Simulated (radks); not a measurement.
Values are calculated unless marked as measured or tabulated.
Species: Br. Configuration: [Ar] 3d10 4s2 4p5. Level of theory: Dirac Kohn-Sham, PBE, spin-unpolarised, spherical densities, finite nucleus; open shells fill j = l - 1/2 first; Fermi nuclear charge, rms radius 4.1629 fm (a radial shooting solver on a logarithmic mesh with Libxc functionals).

Normalised radial functions P(r) = r R(r) (large component), r in bohr:

r,3d5/2,4p1/2,4p3/2
0.004218,0.0001,0.0032,0.0022
0.006343,0.0002,0.0064,0.0049
0.009539,0.0006,0.0126,0.0103
0.01434,0.0018,0.0247,0.0213
0.02157,0.0055,0.0471,0.0422
0.03244,0.0166,0.0848,0.0782
0.04839,0.0463,0.1376,0.1301
0.07277,0.1219,0.1932,0.1867
0.1094,0.2877,0.2032,0.2021
0.1646,0.5850,0.0962,0.1042
0.2475,0.9756,-0.1395,-0.1248
0.3692,1.2635,-0.3317,-0.3228
0.5552,1.2151,-0.2193,-0.2297
0.8349,0.8205,0.2254,0.1988
1.256,0.3644,0.6573,0.6347
1.888,0.0945,0.7314,0.7287
2.817,0.0121,0.4762,0.4883
4.236,0.0005,0.1845,0.1964
6.37,0.0000,0.0382,0.0429

3d5/2: eigenvalue -66.199 eV, 0 radial nodes, <r> = 0.592 bohr, 90 % of the charge inside 0.976 bohr. 4p1/2: eigenvalue -8.170 eV, 2 radial nodes at r = 0.198, 0.695 bohr, <r> = 2.07 bohr, 90 % of the charge inside 3.21 bohr. 4p3/2: eigenvalue -7.675 eV, 2 radial nodes at r = 0.202, 0.708 bohr, <r> = 2.12 bohr, 90 % of the charge inside 3.30 bohr.
